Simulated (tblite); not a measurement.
Species: C₄H₉AsOS.
Cartesian coordinates in Å at the GFN2-xTB level; atoms count from 1:
```xyz
16
C4H9AsOS angstrom
C      2.841    0.404    0.433
S      1.062    0.729    0.303
C      0.574   -0.764   -0.643
C     -0.895   -1.036   -0.415
O     -1.271   -2.063    0.100
C     -1.842    0.044   -0.795
As    -2.895    0.389    0.875
H      3.272    0.324   -0.560
H      3.002   -0.508    1.001
H      3.272    1.250    0.960
H      0.771   -0.575   -1.700
H      1.168   -1.604   -0.284
H     -2.551   -0.337   -1.533
H     -1.344    0.934   -1.179
H     -1.774    1.102    1.568
H     -3.398    1.719    0.376
```

Computed values, GFN2-xTB/tblite, gas phase, harmonic and unscaled. This tight-binding method is rough: wavenumbers can miss measured ones by several per cent, in bad cases by 10 to 20. Modes of hydrogen on arsenic can be 10 to 20 % off. One conformer, not necessarily the lowest. The optimisation stopped once no atom felt more than 0.01 eV/Å.

Lowest wavenumbers of the output (negative numbers stand for imaginary wavenumbers):
```
mode    cm-1
  1     -25.8
  2      26.9
  3      50.3
  4     106.7
  5     143.7
  6     150.2
  7     171.5
  8     230.5
  9     348.9
 10     496.3
 11     528.7
 12     616.7
 13     665.0
 14     704.7
 15     732.5
```

Question: Is this structure a minimum?

Answer: Not by this Hessian. 1 mode is imaginary beyond 20i (26i cm⁻¹), so at this level the point lies at or near a first-order saddle. The curvature is small, so loose convergence or finite differences may be the whole cause.

Question: Which atoms move in the imaginary mode?

Answer: 26i: C1 (S-methyl carbon) 35 %, S2 (sulfide sulfur) 28 %. These are shares of the mass-weighted motion.

Question: What is the remedy?

Answer: Step along that mode in both directions, optimise again with tighter thresholds and repeat the frequencies. The zero-point energy of this point (72.3 kcal/mol) counts the 41 real modes alone, and thermal corrections from it aren't those of a minimum.
